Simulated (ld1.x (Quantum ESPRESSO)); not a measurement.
**nickel (Ni), PAW: configuration errors across variants**

ld1.x (Quantum ESPRESSO) 7.5 input, shortened:

```
&input
   title='Ni', zed=28., rel=1, dft='PBE', iswitch=3,
   config='[Ar] 3d8 4s1 4p1'
 /
 &inputp
   pseudotype=3, lpaw=.true., tm=.true., lloc=-1, rcloc=0.95,
   nlcc=.true., new_core_ps=.true., rcore=0.75,
   which_augfun='BESSEL', rmatch_augfun=0.70
 /
6
3S  1  0   2.00   0.00  1.00  1.15  0.0
4S  2  0   1.00   0.00  1.00  1.15  0.0
3P  2  1   6.00   0.00  1.55  1.70  0.0
4P  3  1   1.00   0.00  1.55  1.70  0.0
3D  3  2   8.00   0.00  1.35  1.75  0.0
3D  3  2   0.00   1.75  1.35  1.75  0.0
 &test
   configts(1)='3s2 3p6 3d8 4s1 4p1'
 /
```

All-electron excitation energies from the reference (eV): (1) 3s2 3p6 3d8 4s2 4p0 -4.596; (2) 3s2 3p6 3d8 4s1 4p0 4.727; (3) 3s2 3p6 3d8 4s0 4p0 22.078; (4) 3s2 3p6 3d8 4s1.5 4p0 -0.878; (5) 3s2 3p6 3d8 4s0 4p1 10.411; (6) 3s2 3p6 3d6 4s0 4p0 117.101; (7) 3s1 3p6 3d8 4s2 4p0 114.801.

The overlap operator is not positive definite (basis up to 400 Ry) in “waves 3p (bound): rcut 1.06, rcutus 1.12 bohr; 4p (bound): rcut 1.06, rcutus 1.12 bohr”, “local potential all-electron potential smoothed inside 1.20 bohr (lloc = -1)”. Such files are unfit for use, however small their errors in these radial tests.

2 further variants failed, have other tests or another functional or relativity, and are left out.

Errors AE − PS in meV (a dash: test not solved or not reliable):

```csv
change,(1),(2),(3),(4),(5),(6),(7),bound ghosts
base,+0.5,-0.4,-2.4,+0.1,-0.5,-116,-23,none
local potential all-electron potential smoothed inside 0.92 bohr (lloc = -1),+0.5,-0.4,-2.4,+0.1,-0.5,-116,-23,none
core correction Bessel-smoothed model core inside 1.10 bohr,+0.5,-0.4,-2.4,+0.1,-0.5,-116,-23,none
"waves 3p (bound): rcut 1.06, rcutus 1.12 bohr; 4p (bound): rcut 1.06, rcutus 1.12 bohr",+0.6,-0.2,-0.3,+0.1,-0.3,-24,+59,not determined (overlap not positive)
local potential all-electron potential smoothed inside 1.20 bohr (lloc = -1),+0.4,-0.5,-3.4,+0.2,-0.7,-143,-6.6,not determined (overlap not positive)
"waves 3s (bound): rcut 0.86, rcutus 0.92 bohr; 4s (bound): rcut 0.86, rcutus 0.92 bohr",+0.4,-0.5,-2.2,0.0,-0.3,-115,-25,none
"augmentation PSQ, inside the norm-conserving radii",+0.2,-0.4,-2.8,0.0,-0.9,-72,-52,none
```

Problem. Give the same row for: wave 3d channel at 1.75 Ry: rcut 1.35, rcutus 1.75 bohr becomes 3d channel at 3.41 Ry: rcut 1.35, rcutus 1.75 bohr.

Solution. +0.5, -0.4, -2.1, +0.1, -0.4, -60, -25; bound ghosts: none.
